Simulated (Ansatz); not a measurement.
Cost and result up the ladder for SiH3(NHEt) (C2H9NSi) (13 atoms). Total charge 0; singlet. Geometry: PBE-D4/def2-SVP.

```tsv
atom	x (Å)	y (Å)	z (Å)
C1	-0.6451	-0.7781	-0.2368
C2	0.5097	-1.6699	0.2333
N3	-0.6911	0.5443	0.3742
Si4	0.1881	1.9302	-0.2186
H5	-0.2569	3.1117	0.5995
H6	1.7012	1.8680	-0.1397
H7	-0.1554	2.1245	-1.6726
H8	-0.8868	0.5209	1.3790
H9	-1.6125	-1.3016	-0.0579
H10	-0.5836	-0.6425	-1.3396
H11	1.4921	-1.2022	0.0157
H12	0.4834	-2.6614	-0.2652
H13	0.4570	-1.8438	1.3287
```

Ansatz on 2 threads of Arm Neoverse V1 on a shared host. Times are rough, and most runs start from the orbitals of an earlier one. ωB97X-V/def2-TZVP serves as the yardstick here, not as an exact answer. Differences are given only for rows in sets of like size (and for xTB, whose basis is part of the method), since another set adds its own error. Binding counts from free atoms at the same level (C triplet, N quartet, Si triplet, H doublet; other spins of the atoms weren't run), without zero-point energy or a counterpoise term.

Correlated methods freeze 8 core orbitals. Another isomer (singlet) lies 0.39 eV lower at PBE0-D4/def2-TZVP; other spin states weren't run for this one.

Correlated methods converge slowly with the basis.

```json
{"level": "HF/STO-3G", "functions": "33", "wall time": "0.15 s", "binding energy per atom (eV)": "3.38", "difference from ωB97X-V/def2-TZVP (eV)": "–"}
{"level": "PBE-D4/def2-SVP", "functions": "105", "wall time": "1.4 s", "binding energy per atom (eV)": "3.71", "difference from ωB97X-V/def2-TZVP (eV)": "–"}
{"level": "PBE0-D4/def2-SVP", "functions": "105", "wall time": "1.8 s", "binding energy per atom (eV)": "3.67", "difference from ωB97X-V/def2-TZVP (eV)": "–"}
{"level": "revPBE-D4/def2-TZVP", "functions": "184", "wall time": "2.4 s", "binding energy per atom (eV)": "3.62", "difference from ωB97X-V/def2-TZVP (eV)": "-0.05"}
{"level": "PBE-D4/def2-TZVP (with forces)", "functions": "184", "wall time": "3.1 s", "binding energy per atom (eV)": "3.69", "difference from ωB97X-V/def2-TZVP (eV)": "0.02"}
{"level": "PBE0-D4/def2-TZVP", "functions": "184", "wall time": "3.2 s", "binding energy per atom (eV)": "3.65", "difference from ωB97X-V/def2-TZVP (eV)": "-0.02"}
{"level": "r2SCAN-D4/def2-TZVP", "functions": "184", "wall time": "4.8 s", "binding energy per atom (eV)": "3.65", "difference from ωB97X-V/def2-TZVP (eV)": "-0.03"}
{"level": "r2SCAN0-D4/def2-TZVP", "functions": "184", "wall time": "5.5 s", "binding energy per atom (eV)": "3.61", "difference from ωB97X-V/def2-TZVP (eV)": "-0.06"}
{"level": "ωB97X-V/def2-TZVP", "functions": "184", "wall time": "10 s", "binding energy per atom (eV)": "3.67", "difference from ωB97X-V/def2-TZVP (eV)": "0.00"}
{"level": "CCSD(T)/def2-TZVP", "functions": "184", "wall time": "54 s", "binding energy per atom (eV)": "3.52", "difference from ωB97X-V/def2-TZVP (eV)": "-0.15"}
```
